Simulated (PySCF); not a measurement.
## Magnetisability: `InChI=1S/CH6GeO2Si/c2-5-1(3)4/h5H2,2H3,(H,3,4)`

Geometry:
```csv
atom,x (Å),y (Å),z (Å)
O1,2.650,-0.384,0.794
C2,1.539,-0.078,0.452
O3,1.170,1.204,0.288
Si4,0.048,-1.221,0.061
Ge5,-1.557,0.381,-0.475
H6,1.898,1.821,0.477
H7,0.452,-2.112,-1.027
H8,-0.215,-2.018,1.260
H9,-1.866,1.348,0.624
H10,-1.212,1.248,-1.645
H11,-2.901,-0.187,-0.837
```

Computed with PySCF, GIAO LC-wPBE/3-21G magnetisability, rotational g tensor and spin-rotation constants, non-relativistic, gas phase. Geometry: GFN2-xTB.

The calculation is non-relativistic, which matters for the atoms heavier than Zn.

(1) What are the magnetisability and the molar susceptibility?

(2) Split it along the inertial axes a, b, c into diamagnetic and paramagnetic parts about the centre of mass, with the quadrupole moment.

(3) And the rotational g tensor?

Results:

(1) Isotropic -1215 × 10⁻³⁰ J/T², or -73.2 × 10⁻⁶ cm³/mol; principal values -1264, -1257, -1126 × 10⁻³⁰ J/T², anisotropy 134 × 10⁻³⁰ J/T² (root of half the summed squared differences of the principal values). The susceptibility is in cgs units.

(2) 
```tsv
axis	χ (10⁻⁶ cm³/mol)	diamagnetic (10⁻⁶ cm³/mol)	paramagnetic (10⁻⁶ cm³/mol)	summed x² of all electrons (Å²)	quadrupole Θ (D Å)
a	-70.5	-325.3	254.9	204.1	-11.16
b	-73.0	-934.4	861.4	60.6	+8.89
c	-76.1	-1123.1	1047.0	16.1	+2.27
```
Anisotropies 2χaa − χbb − χcc = +8.2 and 2χbb − χaa − χcc = +0.5 × 10⁻⁶ cm³/mol. Θ is traceless in Buckingham's convention.

(3) 
| axis | rotational constant (GHz) | g | nuclear part | electronic part |
| --- | --- | --- | --- | --- |
| a | 5.4425 | -0.0371 | 0.6146 | -0.6517 |
| b | 1.2888 | -0.0144 | 0.5072 | -0.5216 |
| c | 1.0670 | -0.0084 | 0.5164 | -0.5248 |

Asymmetric top; isotopes 12C, 74Ge, 1H, 16O, 28Si; no vibrational averaging.
